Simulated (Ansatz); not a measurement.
Reaction: SiHCl2F (dichloro(fluoro)silane, SMILES F[SiH](Cl)Cl) → SiHClF (SMILES F[SiH]Cl, doublet) + Cl (doublet) (the Cl-Si bond breaks)
Each species at its own B3LYP-D3(BJ)/def2-TZVP minimum (Ansatz, a quantum-chemistry and plane-wave program).

Total energies in hartree (Ansatz). Open shells are spin-unrestricted; no spin-orbit coupling. Cores are frozen in correlated methods. No relativity.

```tsv
species	HF/cc-pV(T+d)Z	CCSD(T)/cc-pV(T+d)Z	HF/cc-pV(Q+d)Z	CCSD(T)/cc-pV(Q+d)Z	CCSD(T)/cc-pV(D+d)Z	CCSDT(Q)/cc-pV(D+d)Z
1: SiHCl2F (dichloro(fluoro)silane, SMILES F[SiH](Cl)Cl)	-1308.23214	-1309.04118	-1308.25319	-1309.13609	-1308.74005	-1308.74216
2: SiHClF (SMILES F[SiH]Cl, doublet)	-848.60594	-849.18790	-848.62341	-849.25717	-848.96744	-848.96919
3: Cl (doublet)	-459.48556	-459.67356	-459.48916	-459.69449	-459.60403	-459.60445
```

Task: Work out the bond dissociation energy (electronic) in kcal/mol: take Hartree-Fock from cc-pV(Q+d)Z, extrapolate the CCSD(T) correlation energy as X^-3 (X = 3, 4), and add CCSDT(Q) - CCSD(T) in cc-pV(D+d)Z. 1 hartree = 627.51 kcal/mol.

Result: 
Species 1: correlation (64·(-0.88290) - 27·(-0.80904))/37 = -0.93680; step -0.00211; E1 = -1308.25319 + (-0.93680) + (-0.00211) = -1309.19210
Species 2: correlation (64·(-0.63376) - 27·(-0.58196))/37 = -0.67156; step -0.00175; E2 = -848.62341 + (-0.67156) + (-0.00175) = -849.29672
Species 3: correlation (64·(-0.20533) - 27·(-0.18800))/37 = -0.21798; step -0.00042; E3 = -459.48916 + (-0.21798) + (-0.00042) = -459.70756
-1·E1 +1·E2 +1·E3 = 0.18782 hartree = 117.9 kcal/mol.
